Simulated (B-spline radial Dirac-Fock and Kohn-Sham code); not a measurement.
Atomic bromine: differential elastic cross section for electrons at 1.32 keV

The computed values come from a radial atomic solver: relativistic (Dirac) partial waves in the static field of the Dirac-Fock atom with Furness-McCarthy exchange, without polarisation or absorption potentials.

The run's input, task.json:

```json
{"items": [{
  "Z": 35,
  "q": 0,
  "cfg": [[1, 0, 2], [2, 0, 2], [2, 1, 6], [3, 0, 2], [3, 1, 6], [3, 2, 10], [4, 0, 2], [4, 1, 5]],
  "A": 79,
  "rrms": 4.1629,
  "do": "elastic",
  "energies": [[1320.0, 0]],
  "theta": [0, 0.5, 1, 2, 4, 8, 12, 16, 24, 32, 45, 60, 75, 90, 105, 120, 135, 150, 165, 180]
}]}
```

Command: `python xray2_run.py task.json out`

```
θ (°)  dσ/dΩ (a₀²/sr)  Sherman function
    0            85.3             0.000
  0.5            84.7             0.000
    1            83.0             0.000
    2            76.5             0.000
    4            56.2             0.000
    8            20.9             0.000
   12            7.21             0.000
   16            3.15             0.000
   24           0.994            -0.001
   32           0.422            -0.004
   45           0.177            -0.006
   60          0.0967             0.009
   75          0.0607             0.031
   90          0.0405             0.029
  105          0.0335            -0.014
  120          0.0441            -0.046
  135          0.0723            -0.038
  150           0.109            -0.023
  165           0.140            -0.010
  180           0.152             0.000
```

The total elastic cross section is 5.85 a₀², the first transport cross section 0.987 a₀² and the second, weighted with (3/2) sin²θ, 1.14 a₀². The mean deflection is ⟨1 − cos θ⟩ = 0.169, and 6.6 % of the collisions scatter beyond 90°.

On this grid of angles the cross section has a minimum near 105°, from interference among the few low partial waves with large phase shifts.
